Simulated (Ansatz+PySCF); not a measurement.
Two shapes of singlet H₃(+).

Shape 1:

```xyz
3

H     0.5222    0.0000    0.0000
H    -0.2611    0.4523    0.0000
H    -0.2611   -0.4523    0.0000
```

Shape 2:

```xyz
3

H     0.4889   -0.0161    0.0336
H    -0.2174    0.4288    0.0058
H    -0.2279   -0.4709    0.0324
```

Basis set: def2-SVP (spherical functions). Charge 1, multiplicity 1.

Computed with Ansatz (development build ahead of 0.2.0); each method stands on the lowest determinant of its kind that the runs found.

Question: Which shape is lower in energy, and by how much in each method?

Answer:

```csv
method,E(2) − E(1) (eV)
UHF,0.036
PBE0 (restricted),0.071
PBE0 (unrestricted),0.071
r²SCAN (unrestricted),0.063
ωB97X (unrestricted),0.065
```

Shape 1 is lower.
